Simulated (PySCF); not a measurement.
# A small calculation by hand: oscillator strength and radiative lifetime

BiH3O2, SMILES [OH][BiH][OH].

Geometry: PBE-D3(BJ)/def2-TZVP. The def2 effective core potentials stand for the cores of Bi; spin–orbit coupling is left out. The values are those of a single conformer.

PySCF 2.14.0 with TDDFT-ωB97X/def2-SVPD puts the first singlet state with f over 0.02 at 6.22 eV (vertical), with the transition dipole (0.204, 0.627, 0.000) in atomic units.

Problem. Find the oscillator strength, the wavelength and the radiative lifetime that this transition would have in vacuum if emission retraced absorption.

Solution. 
|μ|² = 0.4347 au, so |μ| = 1.68 D. ΔE = 6.22/27.211 = 0.2286 hartree. f = (2/3) ΔE |μ|² = 0.066 (the program prints 0.066).
λ = 1239.84/6.22 = 199 nm; ν = 50168 cm⁻¹.
Einstein's coefficient A = 0.6670 ν² f s⁻¹ (ν in cm⁻¹) = 1.1e8 s⁻¹, so τ = 1/A = 9.0 ns. This state is S4; the lower singlets have f = 0.001, 0.012, 0.000. The figure is the radiative limit of this one transition; relaxation, internal conversion, crossing to triplets and a medium change what is measured.
